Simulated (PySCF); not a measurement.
NMR data simulated for an unnamed compound:

1H NMR (600 MHz, computed): δ 8.76 (s, 1H), 1.69 (s, 6H).

13C{1H} NMR (computed): δ 182.4 (C), 156.6 (CH), 151.8 (C), 126.0 (C), 33.8 (C), 27.8 (CH3).

PySCF 2.14 calculation with GFN2-xTB geometry and NMR shieldings at PBE0/pcSseg-1/GIAO; no solvent model, no relativistic terms, single conformer, equivalent nuclei averaged.

Shifts are taken against calculated references (same method and geometry level): 1H (σ = 31.72 ppm), 13C (σ = 186.93 ppm) vs TMS.

Q: Which of these does the molecule contain: a three-membered ring, a vinyl group CH=CH2, an aldehyde, a benzene ring, a nitrile?

A: 
- A three-membered ring: yes.
- A vinyl group CH=CH2: no.
- An aldehyde: no.
- A benzene ring: no.
- A nitrile: yes (δC 126.0).

The data belong to SMILES CC(C)(C#N)C1=CC1=O, C$_{7}$H$_{7}$NO; they needn't prove each group on their own.

Carbon signals by region: 1 in the far downfield region (above 160 ppm), 3 in the sp2 and nitrile region (100–160 ppm), 2 below 50 ppm. Above 160 ppm: 182.4, unsaturated ring carbon.

Shifts are as computed. Against solution values, carbons near 30 ppm lie about +3 ppm off and those near 130 ppm about +5 ppm. Of 1211 compounds with measured shifts, 218 miss one by over three times the rms of a fit or turn the order of signals round; such compounds aren't used in these exercises. No couplings were computed; multiplicities are counted from neighbouring protons, with m where these are inequivalent, close in shift, in a saturated or five-membered ring or joined by F or P, and br s for small geminal =CH2 splittings.
